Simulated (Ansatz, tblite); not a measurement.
Forces on Cd7Se6Br2 at its PBE-D4/def2-SVP geometry. The state is a singlet with charge 0.

In the def2 sets Cd takes a core potential; there is no spin–orbit coupling. The xTB rows come from tblite. Single mean-field runs in def2-SVP are fitted with def2-universal-jkfit. Another isomer (singlet) lies 0.41 eV lower at PBE0-D4/def2-TZVP; other spin states weren't run for this one.

GFN1-xTB (tblite), largest force 1.05 eV/Å:

```xyz
15
positions Å, forces eV/Å
Cd    2.571    0.254   -0.153    0.098    0.126    0.197
Cd    0.323    2.771    0.188    0.434    0.097   -0.077
Cd   -2.250   -1.239    0.928    0.212   -0.296    0.002
Cd   -0.016   -0.743   -1.676    0.345    0.047   -0.109
Cd    1.829   -3.239   -0.496   -0.006    0.325    0.032
Cd    0.327    1.044    3.535   -0.132   -0.013    0.196
Cd   -2.455    1.247    2.005   -0.465   -0.625    0.408
Se    0.441   -1.464    0.970   -0.204   -0.206   -0.478
Se    2.527   -1.308   -2.228   -0.270   -0.125    0.135
Se   -0.683    1.936   -2.139   -0.627   -0.359    0.357
Se    2.610    2.366    1.209   -0.238   -0.082   -0.436
Se   -2.754   -1.087   -1.802    0.014    0.907    0.471
Se   -2.889    1.277   -1.468    0.664   -0.523   -0.628
Br   -1.804    3.857    1.405    0.173    0.752   -0.068
Br    2.224   -5.671   -0.277    0.002   -0.025    0.000
```

GFN2-xTB (tblite), largest force 1.22 eV/Å:

```
Cd 0.167 -0.052 0.182
Cd 0.210 0.139 0.335
Cd -0.962 0.090 0.740
Cd 0.348 -0.140 -0.296
Cd 0.271 -0.567 -0.097
Cd -0.262 0.153 -0.123
Cd 0.051 -0.876 0.433
Se 0.454 0.094 0.118
Se -0.097 -0.077 -0.276
Se -0.285 -0.009 -0.104
Se -0.027 0.120 -0.091
Se -0.164 0.255 -0.305
Se 0.233 -0.167 -0.417
Br 0.156 0.546 -0.093
Br -0.094 0.490 -0.009
```

PBE-D4/def2-SVP (Ansatz), largest force 0.03 eV/Å:

```
Cd -0.004 0.001 -0.003
Cd -0.017 -0.001 -0.018
Cd -0.002 -0.004 -0.002
Cd 0.004 -0.001 0.000
Cd 0.002 0.004 -0.008
Cd 0.011 -0.001 0.014
Cd -0.008 0.013 0.002
Se -0.013 -0.003 0.012
Se 0.012 -0.007 -0.005
Se -0.001 -0.003 0.014
Se 0.015 0.000 0.002
Se 0.009 -0.020 0.000
Se -0.006 0.026 -0.010
Br -0.002 -0.004 0.005
Br 0.000 -0.001 -0.001
```
